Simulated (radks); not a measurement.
Results of a calculation; reference values are marked as such.
Mean orbital radii <r> (bohr) of the lutetium ion Lu+, [Xe] 4f14 6s2, at several levels of relativity; Dirac values are averaged over j with weights 2j + 1. Spin-unpolarised spherical Kohn-Sham, BLYP, point nucleus unless stated (finite: rms radius 5.37 fm), a radial shooting solver on a logarithmic mesh with Libxc functionals. A level marked "c x" has the speed of light scaled by that factor.

shell	non-rel.	scalar-rel.	Dirac	Dirac, c x 3	change of magnitude, last against first (%)
2s	0.09036	0.08182	0.08123	0.08939	-1.07
2p	0.07648	0.07291	0.07247	0.07605	-0.56
3s	0.2305	0.2126	0.2121	0.2286	-0.84
3p	0.2204	0.2123	0.2115	0.2195	-0.44
3d	0.1939	0.1925	0.1925	0.1937	-0.09
4s	0.5175	0.4779	0.4778	0.5133	-0.81
4p	0.5268	0.5079	0.5068	0.5246	-0.41
4d	0.5501	0.5476	0.5479	0.5498	-0.05
5s	1.275	1.169	1.170	1.264	-0.86
5p	1.434	1.386	1.384	1.429	-0.37
4f	0.6913	0.7219	0.7228	0.6943	+0.44
6s	3.482	3.257	3.259	3.460	-0.64
